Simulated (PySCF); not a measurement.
# Simulated absorption spectrum

C₆H₆F₂.
Z-matrix (Å and degrees, GFN2-xTB geometry), rows numbered from 1:
```
C 
C   1  1.5204
C   2  1.5106  1  116.81
F   3  1.3287  2  129.97  1   -64.13
C   3  1.3382  2   95.95  1   115.55
C   5  1.4618  3   91.52  2     0.16
C   6  1.3197  2  134.84  1    62.92
F   7  1.3457  6  121.82  2     1.20
H   1  1.0876  2  110.16  3    73.24
H   1  1.0879  2  110.35  3   -46.93
H   1  1.0870  2  109.96  3  -166.86
H   2  1.0921  1  110.62  3  -133.30
H   5  1.0715  3  135.46  2   179.50
H   7  1.0797  6  125.79  2  -178.83
```

Theory: PySCF, TDDFT CAM-B3LYP/def2-SVPD, vertical, gas phase, core orbitals frozen in the response.

Computed states:

```tsv
state	E (eV)	f
S1	5.95	0.301
S2	6.29	0.048
S3	6.86	0.019
S4	6.90	0.073
S5	7.14	0.031
S6	7.69	0.048
S7	7.77	0.045
S8	7.79	0.0062
```

Each state is given a Gaussian of 0.25 eV full width at half maximum, with ε(max) = 2.175×10⁸ f / Δν̃ (Δν̃ the width in cm⁻¹). The width is an assumption, not a result. The curve ends short of the highest state used, and states not computed would add to its high-energy end.

Q: Give the broadened spectrum and its maxima.

A: 
λ (nm), ε (L mol⁻¹ cm⁻¹) and a bar:
```
    172.5       3250 ###
    174.3       4458 ####
    176.0       5890 #####
    177.7       8245 ########
    179.4       9928 #########
    181.1       8895 ########
    182.8       5733 #####
    184.6       2534 ##
    186.3        868 #
    188.0        300 
    189.7        398 
    191.4       1097 #
    193.2       2542 ##
    194.9       4183 ####
    196.6       5285 #####
    198.3       5495 #####
    200.0       5756 #####
    201.7       8050 #######
    203.5      14308 #############
    205.2      22838 #####################
    206.9      30186 ############################
    208.6      32372 ##############################
    210.3      28265 ##########################
    212.0      20260 ###################
    213.8      11602 ###########
    215.5       5700 #####
    217.2       2362 ##
    218.9        832 #
    220.6        251 
    222.3         66
```

Maxima: 208 nm (5.95 eV), ε about 32000, made up of S1 (100%); 198 nm (6.26 eV), ε about 5500, made up of S2 (92%) (hardly more than a shoulder); 180 nm (6.90 eV), ε about 10000, made up of S3 (18%) and S4 (79%) (ε in L mol⁻¹ cm⁻¹; maxima over ε = 5, shares over 10%).

Q: On this curve, what absorbance would a 10⁻³ mol/L sample give at 222 nm over a 1 cm path?

A: 222 nm is 5.585 eV, where ε is about 84 L mol⁻¹ cm⁻¹, so A = ε c l ≈ 0.084 (Beer–Lambert, with the gas-phase spectrum and the assumed width).

Q: What would ε be at 5.95 eV, the highest of these maxima, with half the width (0.125 eV)?

A: About 64800 L mol⁻¹ cm⁻¹ against 32500, a factor of about 2.00; a lone state at its own centre would give exactly 2.
